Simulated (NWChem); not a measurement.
# PbCl cation, singlet; SMILES [Cl][Pb+]

```xyz
2

Pb     0.0000     0.0000    -0.4103
Cl     0.0000     0.0000     1.9790
```
Atoms are numbered in this order, from 1.

All runs: NWChem. Low-valent species are run as closed-shell singlets; no triplet was tried in these runs. Structure relaxed at the PBE0/def2-SVP level. def2 effective core potentials on Pb; no spin-orbit coupling.

Q: Predict the results for B3LYP/def2-TZVP. Quantities: highest occupied level (eV); orbital gap (eV).

A: 
```json
{
  "highest occupied level (eV)": "-14.29",
  "orbital gap (eV)": "5.10"
}
```
